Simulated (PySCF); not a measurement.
## UHF on Br²⁺ (bromine, charge +2)

Configuration: [Ar] 3d10 4s2 4p3, high-spin 4S determinant. All numbers are calculated (PySCF 2.14, scalar relativity by spin-free X2C-1e, in cc-pVDZ-DK).

```
Total energy                        : -2603.159525 hartree
One-electron energy                 : -3592.4789 hartree
Hartree (Coulomb) energy            : 1079.9368 hartree
Exchange energy                     : -90.6174 hartree
⟨S²⟩                                : 3.7506
⟨L²⟩                                : 0.000
Sum of ⟨r⟩                          : 20.59 bohr
Sum of ⟨r²⟩                         : 25.34 bohr²
Langevin diamagnetic susceptibility : -20.1 ×10⁻⁶ cm³/mol
Time after the integrals            : 0.05 s of wall time on 1 thread of Intel(R) Xeon(R) 6975P-C (shared host)
```

```json
{"shell": "1s α", "electrons": "1", "mean orbital energy (hartree)": "-499.08415", "rms radius, mean of both spins (bohr)": "0.0492"}
{"shell": "1s β", "electrons": "1", "mean orbital energy (hartree)": "-499.06802", "rms radius, mean of both spins (bohr)": "0.0492"}
{"shell": "2s α", "electrons": "1", "mean orbital energy (hartree)": "-67.98889", "rms radius, mean of both spins (bohr)": "0.205"}
{"shell": "2s β", "electrons": "1", "mean orbital energy (hartree)": "-67.97902", "rms radius, mean of both spins (bohr)": "0.205"}
{"shell": "2p α", "electrons": "3", "mean orbital energy (hartree)": "-59.89713", "rms radius, mean of both spins (bohr)": "0.183"}
{"shell": "2p β", "electrons": "3", "mean orbital energy (hartree)": "-59.87806", "rms radius, mean of both spins (bohr)": "0.183"}
{"shell": "3s α", "electrons": "1", "mean orbital energy (hartree)": "-11.09103", "rms radius, mean of both spins (bohr)": "0.587"}
{"shell": "3s β", "electrons": "1", "mean orbital energy (hartree)": "-11.05897", "rms radius, mean of both spins (bohr)": "0.587"}
{"shell": "3p α", "electrons": "3", "mean orbital energy (hartree)": "-8.44601", "rms radius, mean of both spins (bohr)": "0.607"}
{"shell": "3p β", "electrons": "3", "mean orbital energy (hartree)": "-8.40374", "rms radius, mean of both spins (bohr)": "0.607"}
{"shell": "3d α", "electrons": "5", "mean orbital energy (hartree)": "-4.03910", "rms radius, mean of both spins (bohr)": "0.650"}
{"shell": "3d β", "electrons": "5", "mean orbital energy (hartree)": "-4.01550", "rms radius, mean of both spins (bohr)": "0.650"}
{"shell": "4s α", "electrons": "1", "mean orbital energy (hartree)": "-1.94935", "rms radius, mean of both spins (bohr)": "1.72"}
{"shell": "4s β", "electrons": "1", "mean orbital energy (hartree)": "-1.59567", "rms radius, mean of both spins (bohr)": "1.72"}
{"shell": "4p α", "electrons": "3", "mean orbital energy (hartree)": "-1.29247", "rms radius, mean of both spins (bohr)": "2.00"}
```

Densities and radii are taken from the X2C orbitals without a picture-change correction, which distorts them close to the nucleus.
